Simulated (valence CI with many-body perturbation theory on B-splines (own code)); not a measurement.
E1 line list for Si8+

Method: relativistic CI+MBPT: four valence electrons over a frozen Dirac-Fock core [He], a basis of 11 s, 11 p, 9 d, 7 f, 5 g, 2 h, 1 i functions for each j, with the one-electron correlation potential Σ1 (screened to all orders), the two-electron term Σ2, the three-electron term Σ3, Breit, model QED; selected single and double excitations, second order for the rest, scaled by the run's own slope (own B-spline code, finite nucleus).

No measured spectrum was set against this ion. As an estimate, levels of excited configurations hold to 0.05 to 0.15 % of their energy, terms of the ground configuration to about 0.5 %.

Lines 51 to 100 of 275 in falling wavelength, among levels below 1953300 cm⁻¹, chosen from the strongest by gf and those to the six lowest levels. Wavelengths and rates use the calculated energies, so an error of 200 cm⁻¹ moves a line at 1102 Å by 0.22 % and its rate by three times that or more. Electric multipoles are in the length gauge, E1 and E2 with the static RPA response of the core. Weak lines are less certain than strong ones. Lines between different terms over intervals too small for the method are left out, as are lines whose strength nearly cancels. The highest levels of a list are the least certain.

Names give the largest LS component (configuration and term), which can be under half, so a name can repeat, a term be missing and a line seem to break the LS rules; names also repeat where a configuration has a term twice.

| λ vac (Å) | Upper | Lower | A (s⁻¹) | log gf | Branch % |
| --- | --- | --- | --- | --- | --- |
| 1102 | 2s²2p3d ¹F°_3 | 2s²2p3p ¹D_2 | 6.50e+08 | -0.08 | 0.0 |
| 1094 | 2s2p²3p ⁵P°_3 | 2s2p²3s ⁵P_2 | 1.68e+08 | -0.67 | 8.7 |
| 1092 | 2s²2p3d ³P°_2 | 2s²2p3p ³P_2 | 2.35e+08 | -0.68 | 0.0 |
| 1091 | 2s2p²3p ⁵P°_2 | 2s2p²3s ⁵P_1 | 2.86e+08 | -0.59 | 25.7 |
| 1084 | 2s²2p3d ¹D°_2 | 2s²2p3p ³D_1 | 3.55e+08 | -0.51 | 0.1 |
| 1083 | 2s²2p3p ³S_1 | 2s²2p3s ³P°_1 | 2.94e+08 | -0.81 | 2.7 |
| 1078 | 2s²2p3d ³P°_1 | 2s²2p3p ³P_2 | 1.08e+08 | -1.25 | 0.0 |
| 1067 | 2s²2p3d ³D°_2 | 2s²2p3p ³S_1 | 1.89e+08 | -0.79 | 0.0 |
| 1065 | 2s²2p3p ³P_1 | 2s²2p3s ³P°_2 | 5.01e+08 | -0.59 | 2.9 |
| 1064 | 2s²2p3p ³S_1 | 2s²2p3s ³P°_0 | 1.34e+08 | -1.17 | 1.2 |
| 1056 | 2s²2p3d ³P°_1 | 2s²2p3p ³P_1 | 2.63e+08 | -0.88 | 0.0 |
| 1055 | 2s²2p3d ³F°_2 | 2s²2p3p ¹P_1 | 3.52e+08 | -0.53 | 0.3 |
| 1048 | 2s²2p3d ³P°_0 | 2s²2p3p ³P_1 | 4.35e+08 | -1.14 | 0.1 |
| 1043 | 2s²2p3p ³P_2 | 2s²2p3s ³P°_2 | 6.23e+08 | -0.29 | 3.5 |
| 1035 | 2s²2p3p ³P_0 | 2s²2p3s ³P°_1 | 7.77e+08 | -0.90 | 4.3 |
| 1030 | 2s2p³ ⁵S°_2 | 2s²2p² ¹D_2 | 1.07e+02 | -7.07 | 0.1 |
| 1005 | 2s²2p3d ¹D°_2 | 2s²2p3p ¹P_1 | 1.84e+08 | -0.86 | 0.1 |
| 997.6 | 2s²2p3d ³P°_2 | 2s²2p3p ³S_1 | 3.81e+08 | -0.55 | 0.1 |
| 992.9 | 2s²2p3p ³P_1 | 2s²2p3s ³P°_0 | 1.54e+08 | -1.17 | 0.9 |
| 989.5 | 2s²2p3p ³P_2 | 2s²2p3s ³P°_1 | 1.69e+08 | -0.91 | 1.0 |
| 985.8 | 2s²2p3d ³P°_1 | 2s²2p3p ³S_1 | 3.09e+08 | -0.87 | 0.0 |
| 967.5 | 2s²2p3d ³D°_3 | 2s²2p3p ³D_3 | 2.27e+08 | -0.65 | 0.0 |
| 947.8 | 2s²2p3d ³D°_2 | 2s²2p3p ³D_2 | 1.80e+08 | -0.92 | 0.0 |
| 940.0 | 2s²2p3p ¹D_2 | 2s²2p3s ¹P°_1 | 1.16e+09 | -0.11 | 22.1 |
| 929.4 | 2s²2p3d ³P°_2 | 2s²2p3p ³D_3 | 8.99e+07 | -1.24 | 0.0 |
| 880.7 | 2s2p²3p ⁵S°_2 | 2s2p²3s ⁵P_3 | 7.94e+08 | -0.34 | 34.5 |
| 856.8 | 2s2p²3p ⁵S°_2 | 2s2p²3s ⁵P_2 | 5.13e+08 | -0.55 | 22.3 |
| 839.8 | 2s2p²3p ⁵S°_2 | 2s2p²3s ⁵P_1 | 2.89e+08 | -0.82 | 12.6 |
| 747.0 | 2s²2p3p ¹S_0 | 2s²2p3s ¹P°_1 | 2.48e+09 | -0.68 | 19.0 |
| 695.7 | 2s2p³ ⁵S°_2 | 2s²2p² ³P_2 | 1.47e+05 | -4.27 | 69.8 |
| 694.1 | 2s²2p3d ¹P°_1 | 2s²2p3p ¹P_1 | 8.22e+08 | -0.75 | 0.1 |
| 677.5 | 2s2p³ ⁵S°_2 | 2s²2p² ³P_1 | 6.34e+04 | -4.66 | 30.1 |
| 574.5 | 2s2p²3p ³D°_2 | 2s²2p3p ³P_1 | 4.46e+08 | -0.96 | 0.2 |
| 572.4 | 2s2p²3p ³D°_1 | 2s²2p3p ³P_0 | 3.70e+08 | -1.26 | 0.2 |
| 572.0 | 2s2p²3p ³D°_3 | 2s²2p3p ³P_2 | 5.94e+08 | -0.69 | 0.3 |
| 542.1 | 2s2p³ ³D°_1 | 2s²2p² ¹S_0 | 4.02e+05 | -4.27 | 0.0 |
| 532.4 | 2s2p²3p ³P°_2 | 2s²2p3p ³P_2 | 5.24e+08 | -0.95 | 0.2 |
| 490.6 | 2s2p²3s ³P_2 | 2s²2p3s ³P°_2 | 3.99e+08 | -1.14 | 0.3 |
| 441.3 | 2p⁴ ¹D_2 | 2s2p³ ¹P°_1 | 1.09e+09 | -0.80 | 10.1 |
| 439.2 | 2p⁴ ³P_2 | 2s2p³ ³S°_1 | 2.25e+09 | -0.49 | 10.9 |
| 430.6 | 2p⁴ ³P_1 | 2s2p³ ³S°_1 | 2.46e+09 | -0.69 | 11.8 |
| 427.3 | 2p⁴ ³P_0 | 2s2p³ ³S°_1 | 2.57e+09 | -1.15 | 12.2 |
| 423.5 | 2s2p³ ³P°_1 | 2s²2p² ¹S_0 | 2.00e+06 | -3.79 | 0.0 |
| 418.0 | 2s2p³ ³D°_3 | 2s²2p² ¹D_2 | 5.50e+06 | -3.00 | 0.2 |
| 417.9 | 2s2p³ ³D°_2 | 2s²2p² ¹D_2 | 1.06e+06 | -3.86 | 0.0 |
| 417.6 | 2s2p³ ³D°_1 | 2s²2p² ¹D_2 | 7.17e+05 | -4.25 | 0.0 |
| 358.4 | 2p⁴ ¹D_2 | 2s2p³ ¹D°_2 | 9.62e+09 | -0.03 | 89.1 |
| 349.8 | 2s2p³ ³D°_3 | 2s²2p² ³P_2 | 2.24e+09 | -0.54 | 99.8 |
| 349.7 | 2s2p³ ³D°_2 | 2s²2p² ³P_2 | 3.98e+08 | -1.44 | 16.9 |
| 349.6 | 2s2p³ ³D°_1 | 2s²2p² ³P_2 | 3.65e+07 | -2.70 | 1.5 |
